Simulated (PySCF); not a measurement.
Ligand exchange on a metal centre used in film growth or etching (Ti Cl-Br). All species are isolated molecules in the gas phase.

The HOMO from two functionals at the same geometries (BP86-D3(BJ)/def2-SVP), both in PySCF: PBE-D3(BJ)/def2-TZVP and B3LYP-D3(BJ)/def2-TZVP. B3LYP has the VWN-RPA correlation part, as in Gaussian. 

| species | B3LYP-D3(BJ)/def2-TZVP (eV) |
|---|---|
| 0 of 4 Cl replaced by Br ([Ti(Cl)4]) | -9.34 |
| 1 of 4 Cl replaced by Br ([Ti(Cl)3(Br)]) | -8.90 |
| 3 of 4 Cl replaced by Br ([Ti(Cl)(Br)3]) | -8.52 |
| 4 of 4 Cl replaced by Br ([Ti(Br)4]) | -8.50 |

Question: What does PBE-D3(BJ)/def2-TZVP give for each?

Answer: 
- 0 of 4 Cl replaced by Br ([Ti(Cl)4]): -8.26
- 1 of 4 Cl replaced by Br ([Ti(Cl)3(Br)]): -7.89
- 3 of 4 Cl replaced by Br ([Ti(Cl)(Br)3]): -7.56
- 4 of 4 Cl replaced by Br ([Ti(Br)4]): -7.54
Over these rows, drawn at random from the members with no instability flagged (it was tested for open shells, ions and some series alone), PBE minus B3LYP-D3(BJ): mean +1.00 eV, from +0.95 eV to +1.09 eV.
